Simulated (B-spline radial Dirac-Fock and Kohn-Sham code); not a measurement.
## How the levels of scandium move as electrons are removed

The computed values come from a radial B-spline solver: Dirac-Fock (average of configuration) total-energy differences with a finite nucleus, the Breit interaction including its frequency dependence, and self-energy and vacuum-polarisation corrections. Each ion is free and in its tabulated ground configuration. The model has no electron correlation.

Reference: Sc, [Ar] 3d1 4s2, with 1s 4500.0 eV, 2p1/2 415.0 eV, 2p3/2 410.5 eV, 3p1/2 39.77 eV, 3p3/2 39.27 eV. Shifts from it, in eV (a dash: the subshell is empty, belongs to an open shell averaged over j, or its hole state is left out as unreliable):

```csv
ion,configuration,1s,2p1/2,2p3/2,3p1/2,3p3/2
Sc⁺,[Ar] 3d1 4s1,+8.1,+8.0,+8.0,+7.8,+7.8
Sc²⁺,[Ar] 3d1,+17.7,+17.4,+17.4,+16.8,+16.8
Sc³⁺,[Ne] 3s2 3p6,+36.6,+37.3,+37.3,+33.1,+33.0
Sc⁴⁺,[Ne] 3s2 3p5,+62.5,+61.5,–,–,–
```
